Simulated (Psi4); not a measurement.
Psi4 input (wB97X-D/6-31G*):

```
memory 1500 MB

molecule {
1 1
Mg   -0.00000000   -0.00000000   -0.75868323
F     0.00000000    0.00000000    1.01157765
symmetry c1
no_reorient
no_com
}

set {
  basis 6-31G*
  reference rks
  scf_type pk
  dft_radial_points 99
  dft_spherical_points 590
  e_convergence 1e-8
  d_convergence 1e-7
  maxiter 150
}

e = energy('wb97x-d')
print_out(f'\nFINAL {e:.10f} DIPOLE {variable("CURRENT DIPOLE")[0]:.6f} {variable("CURRENT DIPOLE")[1]:.6f} {variable("CURRENT DIPOLE")[2]:.6f}\n')
```

From the last part of the output:

```
      11A     -0.279770    12A     -0.146616    13A     -0.146616
      14A     -0.089105    15A     -0.015037    16A      0.043449
      17A      0.043449    18A      0.098779    19A      0.140703
      20A      0.140703    21A      0.186003    22A      0.186003
      23A      0.335711    24A      0.647043    25A      1.187151
      26A      1.265901    27A      1.265901    28A      1.772245
      29A      1.818454    30A      1.818456    31A      1.873506
      32A      1.873506    33A      1.951298    34A      4.181653

    Final Occupation by Irrep:
              A
    DOCC [    10 ]
    NA   [    10 ]
    NB   [    10 ]

  @RKS Final Energy:  -299.62138298629560

   => Energetics <=

    Nuclear Repulsion Energy =             32.2840206198083024
    One-Electron Energy =                -478.5021177953982487
    Two-Electron Energy =                 165.9005117556535538
    DFT Exchange-Correlation Energy =     -19.3037640525768879
    Empirical Dispersion Energy =          -0.0000335137823679
    VV10 Nonlocal Energy =                  0.0000000000000000
    Total Energy =                       -299.6213829862956004

Computation Completed

Properties will be evaluated at   0.000000,   0.000000,   0.000000 [a0]

Properties computed using the SCF density matrix

 Multipole Moments:

 ------------------------------------------------------------------------------------
     Multipole            Electronic (a.u.)      Nuclear  (a.u.)        Total (a.u.)
 ------------------------------------------------------------------------------------

 L = 1.  Multiply by 2.5417464519 to convert [e a0] to [Debye]
 Dipole X            :          0.0000000            0.0000000            0.0000000
 Dipole Y            :         -0.0000000            0.0000000           -0.0000000
 Dipole Z            :         -3.7061113            0.0000002           -3.7061111
 Magnitude           :                                                    3.7061111

 ------------------------------------------------------------------------------------

FINAL -299.6213829863 DIPOLE 0.000000 -0.000000 -3.706111

*** Psi4 exiting successfully. Buy a developer a beer!
```

The dipole moment of an ion depends on the origin.
